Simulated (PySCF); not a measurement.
NbBr4: Nb(IV) (d1), charge 0. The structure is a PBE0-D3(BJ)/def2-SVP geometry optimised for multiplicity 2; coordination tetrahedral, point group D2d, metal–donor distances 2.41 Å.

The d shell alone is too small an active space for NbBr4 (an active orbital has only 0.65 squared overlap with the free ion's shell): its levels, fitted parameters, g values and moments show what this model gives and aren't sound predictions.

Method (PySCF 2.14, density fitting): CASSCF(1,5) with orbitals averaged over all microstates of the shell, strongly contracted NEVPT2 on the averaged canonical orbitals; basis x2c-TZVPall on the metal, x2c-SVPall elsewhere; spin-free X2C; gas phase; spin-orbit coupling by state interaction with the mean-field operator over all roots.

CASSCF energies above the lowest CASSCF root:

```csv
state,CASSCF / cm⁻¹
2B1 (from 2E),0
2A1 (from 2E),392
2B2 (from 2T2),8476
2E (from 2T2),9748
```

**Question.** How does dynamic correlation (SC-NEVPT2) move these states?

**Answer.** 
```tsv
state	NEVPT2 / cm⁻¹	shift / cm⁻¹
2B1 (from 2E)	0	0
2A1 (from 2E)	353	-39
2B2 (from 2T2)	8719	+243
2E (from 2T2)	9960	+212
```

In the ligand-field fit 10Dq goes from 9128 to 9370 cm⁻¹. The symmetry is lower than cubic, so 10Dq is the difference of the means of the two sets.

Charge-transfer states lie outside this active space and may come lower than some of these levels. NEVPT2 on the d shell alone tends to put d–d bands too high for such charged or covalently bound ions.
